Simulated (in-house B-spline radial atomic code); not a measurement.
Values are calculated unless marked as measured or tabulated.
## How size changes two electrons in a parabolic Ge dot

For Ge the NSM archive of the Ioffe Institute lists m_l = 1.6 m0, m_t = 0.08 m0 and ε = 16.2; the model takes one isotropic valley with the conductivity mass 3/(1/m_l + 2/m_t) = 0.117 m0, and so misses anisotropy and the other valleys. All triplets below are those of one valley; with several valleys two electrons can form a triplet in the 1s orbital itself, at an energy set by the valley splitting.

Effective-mass model with parabolic bands, a uniform dielectric constant, no image charges, no central-cell or spin-orbit terms. Two-electron levels come from full CI in B-splines with partial waves to l = 5 (up to 0.001 effective hartree above the limit).

Ha* = 12.13 meV, a* = 7.327 nm.

```
ħω (meV)  s-p spacing (meV)  J_ss (meV)  charging energy, CI (meV)  gap to the lowest triplet, CI (meV)  leading natural occupation
    50.8               50.8        19.8                       18.9                                 44.9                       1.992
    31.8               31.8        15.7                       14.8                                 27.2                       1.988
    19.9               19.9        12.4                       11.6                                 16.4                       1.982
    12.5               12.5        9.82                          9                                 9.84                       1.972
    7.79               7.79        7.76                       6.96                                  5.8                       1.958
    4.88               4.88        6.14                       5.38                                 3.39                       1.938
    3.06               3.06        4.86                       4.14                                 1.97                       1.909
     1.9                1.9        3.84                       3.15                                 1.12                       1.870
    1.19               1.19        3.04                       2.41                                0.633                       1.819
   0.747              0.747         2.4                       1.82                                0.353                       1.754
   0.468              0.468         1.9                       1.37                                0.195                       1.675
```

(1) With what end-to-end powers of ħω do the columns change between the first and last rows?

(2) Where does repulsion overtake the orbital spacing, and what happens to the ratio of triplet gap to spacing?

## Answers

(1) Spacing +1.00, J_ss +0.50, charging energy +0.56, triplet gap +1.16. The spacing is ħω and J_ss goes as √ω, so repulsion wins in large dots and, with correlation, bends the charging energy and the triplet gap away from these laws.

(2) J_ss passes the spacing between ħω = 7.79 and 4.88 meV. The ratio goes from 0.88 to 0.42, while the leading occupation goes from 1.992 to 1.675.
